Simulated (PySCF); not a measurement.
Geometry (Å), atoms numbered from 1 in this order:
```xyz
14

B    -1.7970   -1.0899   -0.2340
N    -0.8347   -0.1706    0.2427
Si   -1.3105    1.4418    0.8088
Si    0.8513   -0.7243    0.3175
P     2.1985    1.0974    0.4121
H    -2.9688   -0.7872   -0.2716
H    -1.4392   -2.1887   -0.6048
H    -0.6539    2.4871   -0.0326
H    -2.7903    1.5546    0.7015
H    -0.8756    1.6353    2.2236
H     1.0933   -1.4881    1.5790
H     1.1249   -1.6044   -0.8529
H     2.2012    1.3003   -1.0019
H     3.3729    0.2827    0.4016
```

Geometry: PBE0-D3(BJ)/def2-SVP; GIAO absolute shieldings from PySCF, gas phase, non-relativistic, averaged over equivalent atoms.

At PBE0/aug-cc-pVDZ (208 basis functions, 22 s wall time on 1 thread of an Arm Neoverse V2, shared host):
```json
{"atoms": "B1", "σ (ppm)": "62.2"}
{"atoms": "N2", "σ (ppm)": "158.7"}
{"atoms": "Si4", "σ (ppm)": "428.5"}
{"atoms": "Si3", "σ (ppm)": "444.5"}
{"atoms": "P5", "σ (ppm)": "636.3"}
{"atoms": "H6/H7", "σ (ppm)": "25.51"}
{"atoms": "H11/H12", "σ (ppm)": "25.74"}
{"atoms": "H8/H9/H10", "σ (ppm)": "26.33"}
{"atoms": "H13/H14", "σ (ppm)": "29.65"}
```

Predict the values at PBE0/IGLO-III on the same geometry.

Answers


| atoms | σ at PBE0/IGLO-III | change |
| --- | --- | --- |
| B1 | 48.1 | -14.1 |
| N2 | 137.1 | -21.6 |
| Si4 | 362.3 | -66.2 |
| Si3 | 381.9 | -62.6 |
| P5 | 588.1 | -48.2 |
| H6/H7 | 25.66 | +0.15 |
| H11/H12 | 25.75 | +0.01 |
| H8/H9/H10 | 26.32 | -0.01 |
| H13/H14 | 29.57 | -0.08 |

The largest change is at Si4 (silicon bonded to N, P, 2 H). Cost: 292 basis functions, 34 s wall time on 1 thread of an Arm Neoverse V2, shared host.
